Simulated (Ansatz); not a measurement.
CH7BGe (SMILES C[BH][GeH3]): the vertical ionisation energy from total energies

CH7BGe has 10 atoms, charge 0, and is taken as a singlet. SMILES: `C[BH][GeH3]`. Geometry: relaxed at PBE0-D4/def2-TZVP.

Both states at this one shape; open shells run unrestricted unless said. 1 Eh = 27.2114 eV.

| level | program | singlet CH7BGe (Eh) | doublet CH7BGe+ (Eh) |
| --- | --- | --- | --- |
| wB97X/def2-SVP | Ansatz | -2143.856459 | -2143.485576 |
| B2PLYP/def2-SVP, 11 core orbitals frozen | Ansatz | -2143.357424 | -2142.990153 |
| RPA@PBE/def2-SVP, 11 core orbitals frozen | Ansatz | -2142.417036 | -2142.045889 |
| RPA@PBE0/def2-SVP, 11 core orbitals frozen | Ansatz | -2142.356461 | -2141.985272 |

**Question.** Work out the vertical ionisation energy at each level.

**Answer.** 
1. wB97X/def2-SVP: -2143.485576 − (-2143.856459) = 0.370883 Eh = 10.09 eV.
2. B2PLYP/def2-SVP: -2142.990153 − (-2143.357424) = 0.367271 Eh = 9.99 eV.
3. RPA@PBE/def2-SVP: -2142.045889 − (-2142.417036) = 0.371147 Eh = 10.10 eV.
4. RPA@PBE0/def2-SVP: -2141.985272 − (-2142.356461) = 0.371189 Eh = 10.10 eV.

No measured value is set beside it here; the levels span 9.99 to 10.10 eV. All-electron rows are non-relativistic unless named.
